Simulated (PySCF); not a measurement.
## `InChI=1S/C3H13PSi3/c1-2-3(5)7(4)6/h2-3,7H,1,4H2,5-6H3/t3-,7-/m1/s1`

Cartesian coordinates in Å; atom numbers follow the order of the lines, from 1:
```xyz
20

C    -1.2660   -2.4717    0.5436
C    -1.1765   -1.4332   -0.2723
C    -0.7924   -0.0613    0.1443
Si   -2.1709    1.1804   -0.2860
Si    0.9137    0.3743   -0.6390
Si    1.9952    1.9986    0.6314
P     1.9258   -1.6226   -0.8677
H    -1.0775   -2.3768    1.6018
H    -1.5371   -3.4529    0.1944
H    -1.3772   -1.5601   -1.3291
H    -0.6636   -0.0537    1.2331
H    -1.7546    2.5079    0.1718
H    -2.3828    1.2003   -1.7323
H    -3.4056    0.7771    0.3877
H     0.6879    0.7782   -2.0440
H     3.1810    2.5312   -0.0438
H     1.1160    3.1323    0.9232
H     2.4568    1.4811    1.9250
H     2.1272   -1.8203    0.4865
H     3.1953   -1.0981   -1.0317
```

The calculation used PySCF 2.14.0, TDDFT CAM-B3LYP/def2-SVPD circular dichroism and optical rotation, one conformer, gas phase. Geometry: GFN2-xTB.

The molecule is flexible and this is one conformer; a measurement averages over conformers.

Stereocentres: C3 R, Si5 S.

Question: What is the specific rotation at 633, 589.3, 546, 436, 405, 365, 355 nm?

Answer: [α] in deg dm⁻¹ (g/mL)⁻¹:
| λ (nm) | origin-invariant length gauge | modified velocity gauge | length gauge (centre of mass) | isotropic polarisability (au) |
| --- | --- | --- | --- | --- |
| 633 | +52.7 | +70.2 | +52.4 | 154.5 |
| 589.3 | +64.9 | +85.3 | +64.4 | 155.4 |
| 546 | +81.8 | +106.0 | +81.2 | 156.6 |
| 436 | +176.4 | +217.6 | +175.2 | 161.3 |
| 405 | +235.4 | +284.9 | +233.7 | 163.6 |
| 365 | +368.9 | +434.1 | +366.4 | 167.6 |
| 355 | +420.2 | +490.6 | +417.3 | 168.9 |

Question: And for the mirror image at 589.3 nm?

Answer: -64.9 deg dm⁻¹ (g/mL)⁻¹ (origin-invariant length gauge): the same size and the opposite sign.

Question: What is the molar rotation [Φ] = [α]·M/100 of the geometry above at 589.3 nm?

Answer: With M = 164.37 g/mol, +106.6 deg cm² dmol⁻¹ (origin-invariant length gauge).

The first excitation lies at 6.12 eV (203 nm) with R = +226.1 × 10⁻⁴⁰ esu² cm² (velocity form).
